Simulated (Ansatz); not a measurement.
One geometry of `C[NH][Al]([NH2])[OH]`, several functionals.

```yaml
crystal:
  periodic: [false, false, false]
  atoms:
    - {symbol: C, position_ang: [-1.218345, 0.082704, 1.421278]}
    - {symbol: N, position_ang: [0.005170, 0.595467, 0.845171]}
    - {symbol: Al, position_ang: [0.786075, 0.107114, -0.666361]}
    - {symbol: N, position_ang: [0.092833, -1.152493, -1.687444]}
    - {symbol: O, position_ang: [2.229729, 0.819596, -1.207291]}
    - {symbol: H, position_ang: [-1.987737, 0.856562, 1.535776]}
    - {symbol: H, position_ang: [-1.061774, -0.378150, 2.404710]}
    - {symbol: H, position_ang: [-1.643290, -0.690068, 0.775547]}
    - {symbol: H, position_ang: [0.417703, 1.313703, 1.419562]}
    - {symbol: H, position_ang: [-0.748814, -1.670166, -1.503652]}
    - {symbol: H, position_ang: [0.507610, -1.452901, -2.553484]}
    - {symbol: H, position_ang: [2.697743, 1.513331, -0.749814]}
basis:
  gaussian: {orbitals: def2-TZVPP}
hamiltonian: {xc: {name: wB97X-V}}
output: {orbitals: {seedname: orbitals}}
```

```sh
$ ansatz run in.yaml --threads 4 --pin off --events-out ev --progress --plain --max-ram 10444MiB
```

Output, abridged:

```
Functional definition: wB97X-V
1342 factors; their error is unknown
336 factors; integrals over basis functions are off by at most 9.7e-6 eV
mean field evaluation 1: about -12766.7577 eV, gradient 8.1e1 eV
mean field evaluation 2: about -12767.2022 eV, gradient 8.1e1 eV
mean field evaluation 4: about -12778.4344 eV, gradient 3.0e0 eV
mean field evaluation 8: about -12778.4582 eV, gradient 5.2e-2 eV
mean field evaluation 16: about -12778.4629 eV, gradient 3.7e-5 eV
mean field -12778.46287038 eV, -469.5998489331 hartree, gradient 3.7e-5 eV, S^2 0.000000; 0 other end points of the search recorded, 0 dependent functions left out
reference -12778.46286810 eV, -469.5998488495 hartree; 24, 24 occupied and 240, 240 virtual orbitals, 1342 factors
Total energy: -12778.46286810 eV, -469.5998488495 hartree
```

Run time 10 s (4 threads of an Arm Neoverse V1 on a shared host); peak host memory 0.76 GiB.

With the line `hamiltonian: {xc: pbe, dispersion: d4}` and forces (abridged; 2.9 s):

```
Functional definition: PBE
mean field evaluation 16: about -12770.3093 eV, gradient 7.0e-3 eV
mean field -12770.30934086 eV, -469.3002122499 hartree, gradient 5.6e-5 eV, S^2 0.000000
Total energy: -12770.52198011 eV, -469.3080265984 hartree
Atom 0 force    -0.066558    -0.024788     0.036312 eV/Å
Atom 1 force     0.008280    -0.048476    -0.077359 eV/Å
Atom 2 force    -0.068792    -0.012713     0.054979 eV/Å
Atom 3 force     0.046800     0.082688     0.063747 eV/Å
Atom 4 force     0.122181    -0.166183    -0.355215 eV/Å
Atom 5 force    -0.181550     0.151419     0.035016 eV/Å
Atom 6 force     0.010112    -0.103859     0.214558 eV/Å
Atom 7 force    -0.095326    -0.158117    -0.122973 eV/Å
Atom 8 force     0.157322     0.253366     0.189990 eV/Å
Atom 9 force    -0.284747    -0.185269     0.048231 eV/Å
Atom 10 force     0.121198    -0.117826    -0.295495 eV/Å
Atom 11 force     0.231080     0.329758     0.208210 eV/Å
Dipole moment:    -0.125255     0.071570     0.231646 e Å
```
